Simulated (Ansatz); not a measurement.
C2H8GeSi can be A, `[SiH3][CH]1[CH2][GeH2]1`, or B, `C[SiH]1[CH2][GeH2]1`.

Computed with Ansatz on PBE0-D4/def2-TZVP structures; ΔE is electronic, products minus reactants. CBS: MP2 limit from def2 TZ/QZ plus the TZ coupled-cluster correction, frozen cores. DFT in def2-TZVPP. B3LYP here is the variant with VWN-RPA as its local correlation; programs differ in this. For Ge outer-core shells are correlated without core-valence functions, which leaves a few kJ/mol of doubt a bond. Scalar relativity is left out up to krypton.

**Question.** Which is lower in electronic energy at CCSD(T)/CBS, and by how much? (Estimate.)

**Answer.** The calculation gave: B, by 61.2 kJ/mol.

**Question.** Give E(B) − E(A) in kJ/mol with CCSD(T)/def2-TZVPP, MP2/def2-TZVPP, B3LYP, CCSD/def2-TZVPP, ωB97M-V, PBE-D4, B3LYP-D4. (Best estimate.)

**Answer.** Computed: CCSD(T)/def2-TZVPP -60.4, MP2/def2-TZVPP -56.6, B3LYP -70.0, CCSD/def2-TZVPP -60.6, ωB97M-V -67.3, PBE-D4 -75.7, B3LYP-D4 -68.1. None reverses the order clearly.

Largest T1 diagnostic: 0.011.
